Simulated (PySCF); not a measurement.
Computed shifts of a molecule C4H8Si, PySCF with PBE/pcSseg-1, GIAO, gas phase, atoms alike by connectivity averaged where their shifts nearly agree, in ppm (number of nuclei): ¹³C: 141.1 (2), 18.7 (2). ²⁹Si: -29.9 (1). ¹H: 6.36 (2), 4.66 (2), 2.09 (4). References: ¹³C against TMS (σ = 182.0 ppm); ²⁹Si against TMS (σ = 335.4 ppm); ¹H against TMS (σ = 31.49 ppm), references at their B3LYP-D3(BJ)/def2-TZVP geometries, non-relativistic. Coordinates come from a PBE0-D3(BJ)/def2-SVP optimisation. One conformer was computed; it need not be the lowest.

Question: Identify the compound among the candidates.
A) C#C[SiH2]CC
B) C=C=C(C)[SiH3]
C) CC#CC[SiH3]
D) C1=CC[SiH2]C1

Answer: D, C1=CC[SiH2]C1
